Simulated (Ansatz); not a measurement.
Spectroscopic constants of RhF, multiplicity 3 (lowest of 2S+1 = 1, 3, 5 at CCSD(T)/def2-TZVPP on PBE0 minima; our sources give no spin for the ground state, which may be another). No spin–orbit coupling.

Seven points along R, fitted to fifth degree in 1/R; most abundant isotopes. In def2 and cc sets the state is the lowest found near the PBE0 minimum, followed along R.

Correlated levels freeze the inner cores; with def2 sets outer-core shells near the valence are correlated too.

The values were computed with Ansatz (a program for electronic structure). Each number belongs to the level named beside it. In def2 rows elements past Kr take small-core potentials, without spin–orbit coupling.

**Question.** What bond length and harmonic frequency does BHLYP/def2-TZVPP give?

**Answer.** r_e = 1.952 Å, ω_e = 542 cm⁻¹.

**Question.** What bond length and harmonic frequency does CCSD/def2-TZVPP give?

**Answer.** r_e = 1.943 Å, ω_e = 550 cm⁻¹.

**Question.** What bond length and harmonic frequency does CCSD(T)/def2-TZVPP give?

**Answer.** r_e = 1.937 Å, ω_e = 552 cm⁻¹.
